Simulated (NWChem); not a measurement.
C₄H₇Cl; SMILES ClC1CCC1

```xyz
12

Cl     0.1103     1.8213     0.0000
C      0.5447     0.0600     0.0000
C     -0.0684    -0.8440    -1.0864
C     -0.1673    -1.9535     0.0000
C     -0.0684    -0.8440     1.0864
H      1.6358     0.0250     0.0000
H      0.5312    -1.0315    -1.9816
H     -1.0585    -0.4856    -1.3826
H      0.7087    -2.6095     0.0000
H     -1.0697    -2.5706     0.0000
H      0.5312    -1.0315     1.9816
H     -1.0585    -0.4856     1.3826
```
Atoms are numbered in this order, from 1.

Coordinates come from a B3LYP/6-31G* (spherical d) optimisation.

Question: Give the principal values of the shielding tensors (ppm) of Cl1, C2, C3, C4 from BHandHLYP/pcSseg-1, GIAO (NWChem), with their diamagnetic and paramagnetic parts as GIAO splits them.

Answer: 
```
atom    σ11    σ22     σ33  isotropic  diamagnetic  paramagnetic
----  -----  -----  ------  ---------  -----------  ------------
Cl1   588.1  636.4  1071.7      765.4       1146.6        -381.3
C2     89.2  120.9   161.8      124.0        245.7        -121.7
C3    128.6  137.7   175.5      147.3        246.0         -98.8
C4    156.9  166.0   178.0      167.0        246.2         -79.2
```
